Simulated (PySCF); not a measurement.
# How the method moves the HOMO and LUMO of `C[SiH2]O[SiH3]`

CH8OSi2.
Cartesian coordinates in Å at the PBE0-D3(BJ)/def2-SVP level; atoms count from 1:
```xyz
12
CH8OSi2 angstrom
C      1.9874   -0.5219    0.3267
Si     0.7656    0.6847   -0.4083
O     -0.7678    0.3438    0.1055
Si    -2.1567   -0.2296    0.7712
H      1.7518   -1.5545    0.0264
H      3.0086   -0.2906   -0.0161
H      1.9771   -0.4721    1.4265
H      0.7933    0.6064   -1.9006
H      1.1035    2.0809    0.0043
H     -1.8666   -1.4088    1.6436
H     -2.8006    0.8350    1.5967
H     -3.1017   -0.6485   -0.3063
```

Basis pcSseg-2 throughout (PySCF), one geometry. Geometry: PBE0-D3(BJ)/def2-SVP; no solvent, vibrations or thermal averaging.

Task: How do the orbital energies, the gap and the dipole change with the method?

Result: 
| method | kind | HOMO (eV) | LUMO (eV) | gap (eV) | μ (D) | SCF cycles |
| --- | --- | --- | --- | --- | --- | --- |
| BLYP | GGA | -6.99 | -0.71 | 6.28 | 0.91 | 15 |
| OPBE | GGA | -7.04 | -0.61 | 6.42 | 0.96 | 14 |
| PBE | GGA | -7.07 | -0.85 | 6.22 | 0.95 | 14 |
| LDA | LDA | -7.11 | -1.09 | 6.02 | 0.97 | 13 |
| B97-D | GGA | -7.12 | -0.67 | 6.45 | 0.93 | 14 |
| KT2 | GGA | -7.15 | -1.01 | 6.14 | 0.92 | 15 |
| BP86 | GGA | -7.18 | -0.85 | 6.34 | 0.95 | 13 |
| KT3 | GGA | -7.20 | -0.87 | 6.33 | 0.90 | 15 |
| B97-2 | global hybrid | -8.22 | 0.04 | 8.26 | 0.93 | 13 |
| B3LYP | global hybrid | -8.26 | -0.22 | 8.04 | 0.91 | 13 |
| PBE0 | global hybrid | -8.46 | -0.01 | 8.46 | 0.94 | 13 |
| mPW1PW91 | global hybrid | -8.50 | 0.01 | 8.52 | 0.94 | 13 |
| BHandHLYP | global hybrid | -9.79 | 0.77 | 10.56 | 0.90 | 11 |
| CAM-B3LYP | range-separated hybrid | -9.87 | 0.89 | 10.76 | 0.91 | 12 |
| wB97X-D | range-separated hybrid | -10.36 | 1.73 | 12.08 | 0.93 | 12 |
| LC-wPBE | range-separated hybrid | -11.21 | 2.06 | 13.27 | 0.94 | 14 |
| HF | Hartree–Fock | -11.87 | 2.59 | 14.46 | 0.88 | 9 |

The HOMO spans 4.88 eV, from BLYP down to HF, and the gap runs from 6.02 eV (LDA) to 14.46 eV (HF). Over the methods BLYP (0 %), OPBE (0 %), PBE (0 %), LDA (0 %), B97-D (0 %), KT2 (0 %), BP86 (0 %), KT3 (0 %), B97-2 (21 %), B3LYP (20 %), PBE0 (25 %), mPW1PW91 (25 %), BHandHLYP (50 %), HF (100 %), a straight line through the gap against the share of exact exchange rises by 0.83 eV for each 10 % (correlation coefficient 0.998). The dipole ranges from 0.88 D (HF) to 0.97 D (LDA). This basis has no diffuse functions.
